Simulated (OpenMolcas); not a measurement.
Mo4+ (d2) among equal point charges was computed by CASSCF with the d shell active (OpenMolcas, ANO-RCC-VDZP on the metal). Its lowest spin-free states, and all those of the highest spin:

```tsv
2S+1	Degeneracy	E (cm-1)
3	1	0.0
3	3	8728
1	2	12756
3	3	14348
1	1	21048
1	3	21461
3	3	24714
1	3	25591
1	2	32825
1	3	33187
1	1	55720
```

Q: Is the site octahedral, tetrahedral or cube-like, axial, or of lower symmetry?

A: The states with 2S+1 = 3 have orbital degeneracies 1, 3, 3, 3. Threefold states need a cubic site. For d2 at this spin an octahedron puts the threefold T1 below the threefold T2 and a tetrahedron or cube puts the single A2 below the threefold T2, so the site is a tetrahedron or a cube, which this pattern cannot tell apart. The first gap at this spin, 8730 cm-1, is |10Dq| in ligand-field theory. The run had Mo4+ among 8 point charges of -1.2 e arranged as a cube (Oh), 1.88 Å from the ion.

Without dynamic correlation the repulsion within the d shell is too large (B by tens of per cent), so at a given field states of lower spin stand too high. Point charges carry no covalency, so the field is a model and not that of real ligands. No measured value stands beside these numbers.
